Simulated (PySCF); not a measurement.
CH8Cl2Si3, SMILES [SiH3]C[Si]([SiH3])(Cl)Cl.

Geometry: B3LYP-D3(BJ)/def2-SVP. This is a generated structure with no PubChem entry under its InChIKey; it may be hypothetical. The values are those of a single conformer.

These are TDA-PBE/def2-SVPD (PySCF) values and carry that method's errors.

Vertical excitations. Gas-phase values at a fixed geometry.

```json
[
 {"state": "S1", "energy (eV)": "5.91", "λ (nm)": "210", "f": "0.021", "main pairs": "HOMO→LUMO 95 %"},
 {"state": "S2", "energy (eV)": "6.02", "λ (nm)": "206", "f": "0.015", "main pairs": "HOMO→LUMO+1 93 %"},
 {"state": "S3", "energy (eV)": "6.36", "λ (nm)": "195", "f": "0.070", "main pairs": "HOMO→LUMO+2 90 %"},
 {"state": "S4", "energy (eV)": "6.57", "λ (nm)": "189", "f": "0.020", "main pairs": "HOMO−1→LUMO 87 %"},
 {"state": "S5", "energy (eV)": "6.60", "λ (nm)": "188", "f": "0.007", "main pairs": "HOMO−1→LUMO+1 78 %"},
 {"state": "S6", "energy (eV)": "6.70", "λ (nm)": "185", "f": "0.004", "main pairs": "HOMO−2→LUMO 74 %, HOMO−3→LUMO 13 %"},
 {"state": "T1", "energy (eV)": "5.38", "λ (nm)": "231", "f": "0", "main pairs": "HOMO→LUMO 98 %"},
 {"state": "T2", "energy (eV)": "5.45", "λ (nm)": "227", "f": "0", "main pairs": "HOMO→LUMO+1 97 %"}
]
```
Triplets are in the Tamm–Dancoff approximation.
